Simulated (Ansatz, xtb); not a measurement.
**C4H7B: which of two isomers lies lower**

Structure a: `B/C=C\C=C`, a singlet. Structure b: `B/C=C/C=C`, a singlet. Both are isolated molecules in the gas phase, relaxed with PBE-D3(BJ)/def2-SVP; the shapes shown needn't be the lowest conformers.

a (Å):

```json
{"atom": "C", "x (Å)": "-0.2101", "y (Å)": "-1.6213", "z (Å)": "0.5879"}
{"atom": "C", "x (Å)": "0.0477", "y (Å)": "-1.1324", "z (Å)": "-0.6733"}
{"atom": "C", "x (Å)": "-0.9235", "y (Å)": "-0.8585", "z (Å)": "-1.7145"}
{"atom": "C", "x (Å)": "-0.5731", "y (Å)": "-0.3752", "z (Å)": "-2.9313"}
{"atom": "B", "x (Å)": "-1.5970", "y (Å)": "-1.9782", "z (Å)": "1.1493"}
{"atom": "H", "x (Å)": "-2.6099", "y (Å)": "-1.8470", "z (Å)": "0.4846"}
{"atom": "H", "x (Å)": "-1.7081", "y (Å)": "-2.4044", "z (Å)": "2.2848"}
{"atom": "H", "x (Å)": "0.6807", "y (Å)": "-1.7573", "z (Å)": "1.2276"}
{"atom": "H", "x (Å)": "1.0966", "y (Å)": "-0.9140", "z (Å)": "-0.9565"}
{"atom": "H", "x (Å)": "-1.9828", "y (Å)": "-1.0583", "z (Å)": "-1.4861"}
{"atom": "H", "x (Å)": "0.4813", "y (Å)": "-0.1684", "z (Å)": "-3.1806"}
{"atom": "H", "x (Å)": "-1.3227", "y (Å)": "-0.1725", "z (Å)": "-3.7112"}
```

b (Å):

```yaml
atoms:
  - { symbol: C, position_ang: [-0.1096, -2.0639, -1.5120] }
  - { symbol: C, position_ang: [-0.8030, -1.2765, -0.6271] }
  - { symbol: C, position_ang: [-0.9310, 0.1654, -0.7065] }
  - { symbol: C, position_ang: [-1.6272, 0.9051, 0.1909] }
  - { symbol: B, position_ang: [-0.0288, -3.5889, -1.3475] }
  - { symbol: H, position_ang: [-0.5968, -4.1139, -0.4032] }
  - { symbol: H, position_ang: [0.5861, -4.2869, -2.1335] }
  - { symbol: H, position_ang: [0.3890, -1.5428, -2.3517] }
  - { symbol: H, position_ang: [-1.3128, -1.7675, 0.2237] }
  - { symbol: H, position_ang: [-0.4256, 0.6656, -1.5519] }
  - { symbol: H, position_ang: [-1.7060, 1.9993, 0.1033] }
  - { symbol: H, position_ang: [-2.1400, 0.4287, 1.0429] }
```

Problem. Estimate which is lower in electronic energy at CCSD(T)/def2-SVP + ΔMP2/def2-TZVPP, and by roughly how much.

Solution. Too close to call at this level: CCSD(T)/def2-SVP + ΔMP2/def2-TZVPP gives E(b) − E(a) = −0.082 eV.

How the difference moves with the method:

```csv
level,geometry,E(b) − E(a) (eV),departure from the last row (eV),"job, with rough time for the two"
GFN2-xTB,GFN2-xTB,−0.070,+0.012,"optimisation, 0.17 s"
HF/STO-3G,GFN2-xTB,−0.095,−0.013,"single point, 0.42 s"
r2SCAN-D4/def2-SVP,GFN2-xTB,−0.080,+0.003,"single point, 3.8 s"
PBE-D3(BJ)/def2-SVP,PBE-D3(BJ)/def2-SVP,−0.076,+0.006,"optimisation, 19 s"
HF/def2-SVP,PBE-D3(BJ)/def2-SVP,−0.112,−0.030,part of the CCSD(T) run
MP2/def2-SVP,PBE-D3(BJ)/def2-SVP,−0.097,−0.015,part of the CCSD(T) run
CCSD(T)/def2-SVP,PBE-D3(BJ)/def2-SVP,−0.090,−0.008,single point
CCSD(T)/def2-SVP + ΔMP2/def2-TZVPP,PBE-D3(BJ)/def2-SVP,−0.082,,"single point, 29 s"
```

As drawn, both hold the same kinds of bond in the same numbers.

The largest departure from CCSD(T)/def2-SVP + ΔMP2/def2-TZVPP is that of HF/def2-SVP, 0.030 eV. The last row adds to CCSD(T) the change of the MP2 difference between the two basis sets, here +0.008 eV.

With harmonic frequencies from PBE-D3(BJ)/def2-SVP (ideal gas, rigid rotor, one conformer each, 298.15 K, 1 atm): on the last row, ΔE + ΔZPE = −0.087, ΔH = −0.085, ΔG = −0.088 eV.

The correlated steps freeze 5 core orbitals. Programs: Ansatz 0.2.0, xtb 6.7.1; the last row on 2 threads of Intel(R) Xeon(R) Platinum 8259CL CPU @ 2.50GHz (Skylake/Cascade Lake) on a shared host.
